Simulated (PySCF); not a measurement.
VBr4, SMILES [Br][V]([Br])([Br])[Br] (connectivity only; charge and spin as stated), neutral, multiplicity 2.

Coordinates come from a B3LYP-D3(BJ)/def2-SVP optimisation. The spin state was assumed, not searched.

These are TDA-PBE/def2-SVPD run with PySCF values and carry that method's errors.

Vertical excitations; the highest root listed may be one member of a degenerate set. Gas-phase values at a fixed geometry.

| state | energy (eV) | λ (nm) | f | main pairs |
|---|---|---|---|---|
| root 1 | 0.13 | 9735 | 0.000 | α HOMO→LUMO 99 % |
| root 2 | 1.00 | 1244 | 0.000 | α HOMO→LUMO+3 100 % |
| root 3 | 1.00 | 1238 | 0.003 | α HOMO→LUMO+1 (degenerate set) |
| root 4 | 1.00 | 1238 | 0.003 | α HOMO→LUMO+2 (degenerate set) |
| root 5 | 1.94 | 641 | 0.000 | α HOMO−1→LUMO 99 % |
| root 6 | 2.00 | 621 | 0.005 | α HOMO−2→LUMO, β HOMO−1→LUMO (degenerate set) |
| root 7 | 2.00 | 621 | 0.005 | α HOMO−3→LUMO, β HOMO−2→LUMO (degenerate set) |
| root 8 | 2.43 | 509 | 0.000 | β HOMO→LUMO 98 % |
| root 9 | 2.58 | 480 | 0.008 | α HOMO−1→LUMO+1, α HOMO−2→LUMO, β HOMO−1→LUMO (degenerate set) |
| root 10 | 2.58 | 480 | 0.008 | α HOMO−1→LUMO+2, α HOMO−3→LUMO, β HOMO−2→LUMO (degenerate set) |
Unrestricted roots are not spin-pure.
